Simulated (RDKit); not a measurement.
Input file for RDKit: UFF on SiH4 (SMILES [SiH4]).

```python
from rdkit import Chem
from rdkit.Chem import AllChem, rdDetermineBonds

blocks = [
'''5

Si    0.16149130    0.13117094    0.03924316
H    -1.16059427    0.47776791    0.60672008
H     1.15143419    1.17778745    0.36702817
H     0.03266934    0.02505831   -1.43417435
H     0.60231439   -1.17765768    0.57120317
''',
]
mol = None
for b in blocks:
    f = Chem.MolFromXYZBlock(b)
    rdDetermineBonds.DetermineBonds(f, charge=0)
    mol = f if mol is None else Chem.CombineMols(mol, f)
Chem.SanitizeMol(mol)
print(Chem.MolToSmiles(Chem.RemoveHs(mol)))
ff = AllChem.UFFGetMoleculeForceField(mol, vdwThresh=100.0, ignoreInterfragInteractions=False)
e = ff.CalcEnergy()
print(f'UFF energy {e:.6f} kcal/mol')
```

Program output:

```
[SiH4]
UFF energy 0.079075 kcal/mol
```

The run finished.

Cost: very roughly 0.020 core-seconds.
